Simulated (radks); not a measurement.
These are the eigenvalues of the occupied orbitals of an atom or ion with whole-number occupations (Ry). Method: Dirac Kohn-Sham, SOGGA, spin-unpolarised, spherical densities, point nucleus; computed with a radial shooting solver on a logarithmic mesh with Libxc functionals.

1s1/2: -2957.423
2s1/2: -474.6489
2p1/2: -448.2501
2p3/2: -415.4523
3s1/2: -103.5021
3p1/2: -92.32252
3p3/2: -85.88014
3d3/2: -66.31732
3d5/2: -64.93424
4s1/2: -22.17200
4p1/2: -18.01162
4p3/2: -16.61135
4d3/2: -9.76819
4d5/2: -9.52057
5s1/2: -4.17483
5p1/2: -2.99773
5p3/2: -2.77636
5d3/2: -1.20708
5d5/2: -1.18441

Which element is it, and in what charge state? The configuration may be excited. Open shells, if any, are shared by 2j + 1.

Answer. Z = 58, cerium, charge +2: Ce2+ in [Xe] 5d2. The list shows which subshells hold electrons but not how many an open one holds; the 1s level, -1478.7 hartree, gives Z - s = 54.4 by -(Z - s)^2/2, which with screening and relativity narrows Z to a few neighbours, and the depths of the outer levels then fix element, charge and occupations together.
